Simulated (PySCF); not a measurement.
Species: WO2F2 (singlet state).
SMILES: `[O]=[W](=[O])([F])[F]`

A linear-response calculation (PySCF, def2-SVPD basis, gas phase, vertical, core orbitals frozen in the response) gave these numbers; the functional is withheld.

Orbital energies (eV): HOMO-3 -13.01, HOMO-2 -12.75, HOMO-1 -12.49, HOMO -11.43, LUMO -1.75, LUMO+1 -1.28, LUMO+2 -0.37.

```
state  E (eV)       f  main configurations (H = HOMO, L = LUMO)
   S1    5.47  0.0009                               H→L+1 (98%)
   S2    5.49  0.0074                                 H→L (93%)
   S3    6.30  0.0065                               H-1→L (97%)
   S4    6.54  0.0000    H→L+3 (76%), H-3→L (10%), H-2→L+1 (9%)
   S5    6.74  0.0019                H-2→L (82%), H-3→L+1 (11%)
   S6    6.76  0.0000   H-3→L (54%), H-2→L+1 (24%), H→L+3 (20%)
```

Triplets (Tamm–Dancoff): T1 4.89 eV, H→L (92%); T2 5.12 eV, H→L+1 (96%); T3 5.81 eV, H-1→L+1 (85%), H-3→L+3 (10%); T4 5.88 eV, H-2→L (41%), H-3→L+1 (38%), H-1→L+3 (13%).

Vertical ionisation energy by ΔSCF with the same functional: 12.37 eV. Mean static polarisability: 41.2 au.

Question: Name the functional.
A. HF
B. CAM-B3LYP
C. B3LYP
D. PBE

Answer: B. CAM-B3LYP is range-separated, 19% exact exchange at short range and 65% at long range (ω = 0.33 bohr⁻¹). In this run −ε(HOMO) = 11.43 eV differs from the ΔSCF value by -0.94 eV, and S1 differs from the orbital gap of 9.68 eV by -4.21 eV. The ratio −ε(HOMO)/IP is 0.92. Usual ranges for neutral molecules in this basis: 0.85 to 0.93 with CAM-B3LYP, 0.5 to 0.7 with PBE, 0.67 to 0.83 with B3LYP; with Hartree–Fock the ratio is 1 or more (Koopmans' value less the relaxation energy is the ΔSCF value). The other options: PBE, a GGA without exact exchange; HF, time-dependent Hartree–Fock, 100% exact exchange; B3LYP, a global hybrid with 20% exact exchange.

Computed with TDDFT CAM-B3LYP/def2-SVPD, vertical, gas phase, core orbitals frozen in the response, def2 core potentials past Kr in PySCF 2.14.0, density-fitted response routines. Geometry: PBE0-D3(BJ)/def2-SVP; no solvent, vibrations or thermal averaging. Spin–orbit coupling is left out.
